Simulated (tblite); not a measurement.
Species: C7H15BO.
SMILES with atom numbers: `[BH2:1][C@@H:2]([CH2:3][O:4][CH3:5])[C:6](=[CH2:7])[CH2:8][CH3:9]` (hydrogens: H10, H11 on B1; H12 on C2; H13, H14 on C3; H15, H16, H17 on C5; H18, H19 on C7; H20, H21 on C8; H22, H23, H24 on C9)

Computed with GFN2-xTB (tblite), gas phase: L-BFGS steps from a force-field or distance-geometry start until the largest atomic force falls under 0.01 eV/Å.

Geometry at step 6:
```
atom  x, y, z in Å
B1      0.1356   -1.4429   -2.2735
C2      0.2007   -0.9298   -0.7734
C3      1.4846   -0.1225   -0.5188
O4      1.5488    0.3016    0.8254
C5      2.7003    1.0624    1.0755
C6     -1.0393   -0.1057   -0.4674
C7     -1.2889    1.0431   -1.0741
C8     -2.0016   -0.6189    0.5731
C9     -1.8990    0.1538    1.8872
H10     0.1665   -0.6963   -3.1715
H11     0.0915   -2.5888   -2.4928
H12     0.2291   -1.7691   -0.0734
H13     1.5447    0.7472   -1.1871
H14     2.3590   -0.7570   -0.7369
H15     2.6861    1.3463    2.1276
H16     3.6119    0.4846    0.8665
H17     2.7254    1.9696    0.4542
H18    -2.1654    1.6244   -0.8447
H19    -0.6374    1.4685   -1.8139
H20    -1.8222   -1.6728    0.7783
H21    -3.0230   -0.5254    0.1974
H22    -2.6092   -0.2327    2.6175
H23    -2.1130    1.2086    1.7374
H24    -0.8971    0.0718    2.2951
```

Problem. Give the atomic forces at this geometry.

Solution. 
```json
{"atom": "B1", "Fx (eV/Å)": "0.025", "Fy (eV/Å)": "-0.016", "Fz (eV/Å)": "0.042"}
{"atom": "C2", "Fx (eV/Å)": "0.056", "Fy (eV/Å)": "-0.052", "Fz (eV/Å)": "0.098"}
{"atom": "C3", "Fx (eV/Å)": "0.015", "Fy (eV/Å)": "0.007", "Fz (eV/Å)": "-0.047"}
{"atom": "O4", "Fx (eV/Å)": "0.022", "Fy (eV/Å)": "0.045", "Fz (eV/Å)": "-0.008"}
{"atom": "C5", "Fx (eV/Å)": "0.013", "Fy (eV/Å)": "0.021", "Fz (eV/Å)": "0.011"}
{"atom": "C6", "Fx (eV/Å)": "0.011", "Fy (eV/Å)": "0.036", "Fz (eV/Å)": "0.035"}
{"atom": "C7", "Fx (eV/Å)": "-0.019", "Fy (eV/Å)": "0.133", "Fz (eV/Å)": "-0.082"}
{"atom": "C8", "Fx (eV/Å)": "-0.072", "Fy (eV/Å)": "-0.082", "Fz (eV/Å)": "0.002"}
{"atom": "C9", "Fx (eV/Å)": "0.035", "Fy (eV/Å)": "0.080", "Fz (eV/Å)": "0.082"}
{"atom": "H10", "Fx (eV/Å)": "0.003", "Fy (eV/Å)": "0.052", "Fz (eV/Å)": "0.072"}
{"atom": "H11", "Fx (eV/Å)": "-0.085", "Fy (eV/Å)": "-0.037", "Fz (eV/Å)": "-0.012"}
{"atom": "H12", "Fx (eV/Å)": "-0.012", "Fy (eV/Å)": "0.054", "Fz (eV/Å)": "0.079"}
{"atom": "H13", "Fx (eV/Å)": "-0.087", "Fy (eV/Å)": "0.058", "Fz (eV/Å)": "-0.013"}
{"atom": "H14", "Fx (eV/Å)": "0.030", "Fy (eV/Å)": "-0.057", "Fz (eV/Å)": "-0.035"}
{"atom": "H15", "Fx (eV/Å)": "-0.053", "Fy (eV/Å)": "-0.044", "Fz (eV/Å)": "-0.054"}
{"atom": "H16", "Fx (eV/Å)": "-0.020", "Fy (eV/Å)": "-0.011", "Fz (eV/Å)": "0.029"}
{"atom": "H17", "Fx (eV/Å)": "-0.044", "Fy (eV/Å)": "-0.035", "Fz (eV/Å)": "0.040"}
{"atom": "H18", "Fx (eV/Å)": "-0.040", "Fy (eV/Å)": "-0.002", "Fz (eV/Å)": "0.039"}
{"atom": "H19", "Fx (eV/Å)": "0.075", "Fy (eV/Å)": "-0.004", "Fz (eV/Å)": "-0.068"}
{"atom": "H20", "Fx (eV/Å)": "0.051", "Fy (eV/Å)": "-0.106", "Fz (eV/Å)": "-0.036"}
{"atom": "H21", "Fx (eV/Å)": "-0.037", "Fy (eV/Å)": "0.008", "Fz (eV/Å)": "-0.053"}
{"atom": "H22", "Fx (eV/Å)": "0.035", "Fy (eV/Å)": "-0.046", "Fz (eV/Å)": "-0.050"}
{"atom": "H23", "Fx (eV/Å)": "-0.002", "Fy (eV/Å)": "0.020", "Fz (eV/Å)": "-0.071"}
{"atom": "H24", "Fx (eV/Å)": "0.098", "Fy (eV/Å)": "-0.024", "Fz (eV/Å)": "0.002"}
```

The largest, 0.16 eV/Å, acts on C7; the rms over all components is 0.051 eV/Å. The forces sum to zero within rounding, as they must for an isolated molecule in no field.

Problem. Give the force on C7 in Eh/bohr and in nN.

Solution. 0.157 eV/Å ÷ 51.422 = 0.00306 Eh/bohr, and 0.157 eV/Å × 1.602 = 0.25 nN.

Problem. How far is this geometry from the end of the optimisation?

Solution. 0.192 eV above it, and 0.364 Å rms away after alignment. The bonds farthest from their final lengths, with half the difference of the two atoms' forces along the bond (positive lengthens):

| bond | now (Å) | final (Å) | force along bond (eV/Å) |
| --- | --- | --- | --- |
| C2–C3 | 1.538 | 1.519 | -0.01 |
| B1–C2 | 1.587 | 1.571 | +0.02 |
| C6=C7 | 1.323 | 1.337 | +0.07 |
| C2–C6 | 1.520 | 1.511 | +0.04 |
| C6–C8 | 1.507 | 1.502 | +0.04 |
| C3–O4 | 1.411 | 1.415 | +0.02 |

The angle farthest from its final value is B1–C2–C6, 109.4° against 84.2°.

Of the 3 listed bonds off by 0.010 Å or more, this force points towards the final length in 2.

The cost below is that of the whole relaxation. On one thread, Arm Neoverse N1 (aarch64), no GPU, shared host with 64 logical CPUs at a one-minute load of 57, this took 1.5 s wall.
